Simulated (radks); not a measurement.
Question: All-electron atom: the iodine ion I3+ in [Kr] 4d10 5s2 5p2 (the NIST ground configuration). Calculated with a radial shooting solver on a logarithmic mesh with Libxc functionals: scalar-relativistic Kohn-Sham, PBE, spin-polarised, spherical densities, finite nucleus; open shells are filled with parallel spins first (spin-orbit coupling, left out, can overturn this in heavy ions); Fermi nuclear charge, rms radius 4.75 fm. Some entries of the table are withheld. Estimate them.

orbital  occ.  eigenvalue (hartree)  <r> (bohr)  <1/r> (bohr^-1)
1s up       1             -1213.291     0.02722            56.83
1s down     1             -1213.288     0.02722            56.83
2s up       1             -188.4730      0.1172            13.02
2s down     1             -188.4717      0.1172            13.02
2p up       3             -169.2921      0.1025            12.46
2p down     3             -169.2896      0.1025            12.46
3s up       1             -38.99321      0.3141            4.668
3s down     1             -38.99051      0.3141            4.668
3p up       3             -32.77654      0.3121            4.438
3p down     3             -32.77345      0.3121            4.438
3d up       5             -23.46489      0.2886            4.200
3d down     5             -23.46196      0.2886            4.200
4s up       1              -7.82339      0.7397            1.887
4s down     1              -7.81669      0.7395            1.887
4p up       3              -5.87412         (1)            1.728
4p down     3              -5.86693         (2)            1.729
4d up       5              -3.03025      0.9177            1.445
4d down     5              -3.01825      0.9133            1.450
5s up       1                   (3)       1.832           0.7110
5s down     1                   (4)       1.825           0.7170
5p up       2              -1.29169       2.107           0.6108
5p down     0              -1.21814       2.117           0.6103

Answer: 
(1) 4p up <r> (bohr): 0.7914
(2) 4p down <r> (bohr): 0.7908
(3) 5s up eigenvalue (hartree): -1.73758
(4) 5s down eigenvalue (hartree): -1.66753
